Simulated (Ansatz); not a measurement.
Reaction (formal exchange of groups at a Ge–C bond): `[CH3][GeH]([Cl])[SeH]` + `CON` → `C[O][GeH]([Cl])[SeH]` + CH₃NH₂

Gas-phase electronic energies from Ansatz, PBE0-D4/def2-TZVP geometries. CBS: MP2 limit from def2 TZ/QZ plus the TZ coupled-cluster correction, frozen cores. This one scheme is used for every species. DFT in def2-TZVPP. B3LYP here is the variant with VWN-RPA as its local correlation; programs differ in this. For Ge, Se outer-core shells are correlated without core-valence functions, which leaves a few kJ/mol of doubt a bond. Scalar relativity is left out up to krypton. One conformer a species, not always the lowest.

Question: Is it downhill or uphill in electronic energy at CCSD(T)/CBS, and by how much? (Estimate.)

Answer: Ansatz gave: Downhill: ΔE = -174.3 kJ/mol.

Question: What do these levels give: r2SCAN-D4, B3LYP-D4, ωB97M-V, r2SCAN, PBE0, MP2/def2-TZVPP, CCSD(T)/def2-TZVPP, HF/def2-QZVPP, MP2/def2-QZVPP, SCS-MP2/def2-QZVPP, HF/CBS(def2), CCSD/CBS(def2)? (Best estimate.)

Answer: Ansatz gave: r2SCAN-D4 -169.3, B3LYP-D4 -169.9, ωB97M-V -168.9, r2SCAN -168.6, PBE0 -163.6, MP2/def2-TZVPP -181.9, CCSD(T)/def2-TZVPP -172.5, HF/def2-QZVPP -185.3, MP2/def2-QZVPP -183.5, SCS-MP2/def2-QZVPP -181.1, HF/CBS(def2) -185.6, CCSD/CBS(def2) -175.4 kJ/mol.

Largest T1 diagnostic among the species: 0.011.

From PBE to PBE0 (25 % exact exchange), in def2-TZVPP and without D4, ΔE moves by −6.1 kJ/mol. The D4 term adds −3.6 kJ/mol with B3LYP and −2.0 kJ/mol with PBE0; it sums over pairs of atoms, weighted by their polarisabilities, and B3LYP, whose exchange is more repulsive, gets the larger term.
